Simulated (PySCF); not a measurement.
SMILES [CH2][Se]C, doublet (CAM-B3LYP/def2-SVP optimised geometry):

```
8

C      1.333    -0.704     0.000
Se    -0.512    -0.704     0.000
C     -0.807     1.216     0.000
H      1.841    -1.668    -0.014
H      1.892     0.216     0.171
H     -0.357     1.668     0.893
H     -0.384     1.664    -0.907
H     -1.892     1.382     0.018
```

Level of theory: unrestricted CAM-B3LYP/def2-TZVP run with PySCF 2.14.0.

What are the frontier orbital energies (α orbitals alone; a β orbital can be the lowest empty one) and the dipole moment?

HOMO-2 -10.38 eV, HOMO-1 -9.70 eV, HOMO -6.29 eV, LUMO 1.32 eV, LUMO+1 2.31 eV; dipole moment 1.32 D.

On the same geometry unrestricted PBE/def2-TZVP (PySCF 2.14.0) gives HOMO-2 -7.87 eV, HOMO-1 -6.84 eV, HOMO -3.76 eV, LUMO -0.62 eV, LUMO+1 0.58 eV; dipole moment 1.34 D.

Meta-Löwdin charges at CAM-B3LYP/def2-TZVP: C1 -0.48, Se2 0.27, C3 -0.43, H4 0.13, H5 0.13, H6 0.13, H7 0.13, H8 0.13.
